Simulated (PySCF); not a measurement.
Job for PySCF: D3(BJ) and D4 dispersion corrections on GaH4NO2 (SMILES [NH2][Ga]([OH])[OH]), a point of a torsion scan.

```python
from pyscf import gto
from pyscf.dispersion import dftd3, dftd4

mol = gto.M(
    atom='''
    N     1.67397284    0.11516677   -0.02268882
    Ga   -0.15506855    0.02127626   -0.22668084
    O    -1.16364391    1.38322893   -0.64631458
    O    -0.94602612   -1.52523347   -0.13793698
    H     2.07084467   -0.73804381    0.35467491
    H     2.01986668    0.89799398    0.52303553
    H    -0.83703119    2.14813829   -1.11394144
    H    -1.88057166   -1.56091674   -0.34191233
    ''',
    basis='def2-svp',
    charge=0, spin=0, verbose=0, max_memory=1800)
d3, d4 = {}, {}
for xc in ['hf', 'pbe', 'blyp', 'revpbe', 'tpss', 'r2scan', 'b3lyp', 'pbe0', 'bhlyp', 'camb3lyp', 'b2plyp']:
    d3[xc] = float(dftd3.DFTD3Dispersion(mol, xc=xc, version='d3bj', atm=False).get_dispersion()['energy'])
    print(f'D3(BJ) {xc:10s} {d3[xc]:14.8f} Eh')
for xc in ['hf', 'pbe', 'blyp', 'revpbe', 'tpss', 'r2scan', 'b3lyp', 'pbe0', 'bhlyp', 'camb3lyp', 'b2plyp']:
    d4[xc] = float(dftd4.DFTD4Dispersion(mol, xc={'camb3lyp': 'cam-b3lyp'}.get(xc, xc), atm=True).get_dispersion()['energy'])
    print(f'D4     {xc:10s} {d4[xc]:14.8f} Eh')
```

The log:

```
D3(BJ) hf            -0.03577069 Eh
D3(BJ) pbe           -0.00404746 Eh
D3(BJ) blyp          -0.00889861 Eh
D3(BJ) revpbe        -0.00988077 Eh
D3(BJ) tpss          -0.00516861 Eh
D3(BJ) r2scan        -0.00113291 Eh
D3(BJ) b3lyp         -0.00736422 Eh
D3(BJ) pbe0          -0.00358807 Eh
D3(BJ) bhlyp         -0.00611390 Eh
D3(BJ) camb3lyp      -0.00338411 Eh
D3(BJ) b2plyp        -0.00359618 Eh
D4     hf            -0.01660312 Eh
D4     pbe           -0.00483273 Eh
D4     blyp          -0.01052862 Eh
D4     revpbe        -0.01380103 Eh
D4     tpss          -0.00648880 Eh
D4     r2scan        -0.00114470 Eh
D4     b3lyp         -0.00782464 Eh
D4     pbe0          -0.00407466 Eh
D4     bhlyp         -0.00624410 Eh
D4     camb3lyp      -0.00414935 Eh
D4     b2plyp        -0.00334605 Eh
```

The run finished.

Cost: very roughly 0.03 core-seconds.
